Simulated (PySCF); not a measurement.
A structure optimised at PBE-D3(BJ)/def2-TZVP, used in a PySCF frequency run:

```
Nb
O 1 1.7277
O 1 1.7277 2 106.44
F 1 1.9104 2 111.95 3 122.63
```
Charge 0, spin multiplicity 1.

### Question
Write its SMILES, formula and point group.

### Answer
[O]=[Nb](=[O])[F], FNbO₂, Cs

### Question
What are its rotational constants (standard atomic weights)?

### Answer
7.0100, 5.1973, 3.4219 GHz
